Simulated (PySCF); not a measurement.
C9H13F.
SMILES with atom numbers: `[CH3:1][CH2:2][C@@:3]12[CH:4]=[CH:5][C@@:6]([F:7])([CH2:8][CH2:9]1)[CH2:10]2` (hydrogens: H11, H12, H13 on C1; H14, H15 on C2; H16 on C4; H17 on C5; H18, H19 on C8; H20, H21 on C9; H22, H23 on C10)

The same species was optimised twice, with GFN2-xTB and with PBE0-D3(BJ)/def2-SVP (PySCF), and the same property calculations (PySCF, gas phase) were run on both structures.

| coordinate | GFN2-xTB | PBE0-D3(BJ)/def2-SVP | change |
| --- | --- | --- | --- |
| C4=C5 (Å) | 1.326 | 1.339 | +0.013 |
| C3–C4 (Å) | 1.512 | 1.521 | +0.009 |
| C3–C9 (Å) | 1.557 | 1.565 | +0.008 |
| C6–F7 (Å) | 1.371 | 1.365 | -0.006 |
| C8–C9 (Å) | 1.537 | 1.542 | +0.005 |
| C1–C2 (Å) | 1.525 | 1.521 | -0.004 |
| C5–C6 (Å) | 1.505 | 1.509 | +0.004 |
| C6–C10 (Å) | 1.530 | 1.526 | -0.004 |
| C3–C10 (Å) | 1.539 | 1.542 | +0.003 |
| C2–C3 (Å) | 1.519 | 1.517 | -0.002 |
| C6–C8 (Å) | 1.546 | 1.547 | +0.001 |
| C1–C2–C3 (°) | 112.8 | 114.3 | +1.5 |
| C3–C10–C6 (°) | 92.7 | 93.4 | +0.7 |
| C9–C3–C10 (°) | 100.2 | 99.7 | -0.5 |
| C4–C3–C10 (°) | 100.2 | 99.8 | -0.4 |
| C5–C6–C8 (°) | 106.5 | 106.9 | +0.4 |
| C5–C6–F7 (°) | 115.7 | 115.4 | -0.3 |
| C2–C3–C4 (°) | 116.4 | 116.7 | +0.3 |
| F7–C6–C10 (°) | 116.5 | 116.8 | +0.3 |
| C1–C2–C3–C4 (°) | 62 | 60 | -2 |

Rotational constants: A = 2538, B = 1038, C = 960.4 MHz (GFN2-xTB) against A = 2532, B = 1026, C = 950.9 MHz (PBE0-D3(BJ)/def2-SVP). Point groups within 0.08 Å: C1 and C1.

On the GFN2-xTB structure: HOMO (eV) -7.23 [PBE0/pcSseg-1]; LUMO (eV) 0.17 [PBE0/pcSseg-1]; dipole (D) 2.06 [PBE0/pcSseg-1]; GIAO shielding of C1 (ppm) 173.1 [PBE0/pcSseg-1]; GIAO shielding of C2 (ppm) 155.7 [PBE0/pcSseg-1]; GIAO shielding of C3 (ppm) 133.9 [PBE0/pcSseg-1]; GIAO shielding of C4 (ppm) 41.5 [PBE0/pcSseg-1]; GIAO shielding of C5 (ppm) 40.2 [PBE0/pcSseg-1]; GIAO shielding of C6 (ppm) 77.3 [PBE0/pcSseg-1]; GIAO shielding of F7 (ppm) 379.8 [PBE0/pcSseg-1]; GIAO shielding of C8 (ppm) 152.7 [PBE0/pcSseg-1].

Question: What do these properties become on the PBE0-D3(BJ)/def2-SVP structure?

Answer: 
| property | level | on GFN2-xTB | on PBE0-D3(BJ)/def2-SVP | change |
| --- | --- | --- | --- | --- |
| HOMO (eV) | PBE0/pcSseg-1 | -7.23 | -7.20 | +0.03 |
| LUMO (eV) | PBE0/pcSseg-1 | 0.17 | 0.11 | -0.06 |
| dipole (D) | PBE0/pcSseg-1 | 2.06 | 2.05 | -0.01 |
| energy, GFN2-xTB geometry as zero (kcal/mol) | PBE0/pcSseg-1 | 0.0 | -0.7 | -0.7 |
| GIAO shielding of C1 (ppm) | PBE0/pcSseg-1 | 173.1 | 171.3 | -1.8 |
| GIAO shielding of C2 (ppm) | PBE0/pcSseg-1 | 155.7 | 154.4 | -1.3 |
| GIAO shielding of C3 (ppm) | PBE0/pcSseg-1 | 133.9 | 132.2 | -1.7 |
| GIAO shielding of C4 (ppm) | PBE0/pcSseg-1 | 41.5 | 38.4 | -3.1 |
| GIAO shielding of C5 (ppm) | PBE0/pcSseg-1 | 40.2 | 37.3 | -2.9 |
| GIAO shielding of C6 (ppm) | PBE0/pcSseg-1 | 77.3 | 77.8 | +0.5 |
| GIAO shielding of F7 (ppm) | PBE0/pcSseg-1 | 379.8 | 380.8 | +1.0 |
| GIAO shielding of C8 (ppm) | PBE0/pcSseg-1 | 152.7 | 151.0 | -1.7 |

The heavy atoms differ by 0.016 Å rms after alignment. Among bonds between heavy atoms C4=C5 changes most (+0.013 Å). Changes are differences of the printed values. Neither structure is proved a minimum here.
